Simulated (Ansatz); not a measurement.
C2H6O2Si can be A, `O=CC(O)[SiH3]`, or B, `CC(=O)O[SiH3]`.

Calculated with Ansatz (gas phase, PBE0-D4/def2-TZVP geometries, no zero-point term in ΔE). CCSD(T)/CBS is the MP2 limit (def2-TZVPP, def2-QZVPP) plus CCSD(T) − MP2 in def2-TZVPP, frozen cores. Functionals use def2-TZVPP. B3LYP here is the variant with VWN-RPA as its local correlation; programs differ in this. One conformer a species, not always the lowest.

(1) Which is lower in electronic energy at CCSD(T)/CBS, and by how much? (An estimate is asked.)

(2) Give E(B) − E(A) in kJ/mol with HF/def2-TZVPP, B3LYP-D4, CCSD(T)/def2-TZVPP, B2PLYP, B3LYP, MP2/def2-TZVPP, BLYP-D4. (An estimate is asked.)

(3) Does the order hold for the free energy at 298.15 K (harmonic terms from PBE0-D4)? (An estimate is asked.)

Largest T1 diagnostic: 0.015.

## Answers

(1) The calculation gave: B, by 204.5 kJ/mol.

(2) Ansatz gave: HF/def2-TZVPP -230.4, B3LYP-D4 -203.7, CCSD(T)/def2-TZVPP -205.5, B2PLYP -209.4, B3LYP -205.5, MP2/def2-TZVPP -211.3, BLYP-D4 -195.8. None reverses the order clearly.

(3) Computed: Yes: G(B) − G(A) = -203.0 kJ/mol, for one conformer each.

From BLYP to BHLYP (50 % exact exchange), in def2-TZVPP and without D4, E(B) − E(A) moves by −18.3 kJ/mol. In def2-TZVPP, CCSD(T) changes the Hartree–Fock value by +24.9 kJ/mol (the triples alone add +2.7 kJ/mol) and MP2 by +19.1 kJ/mol.
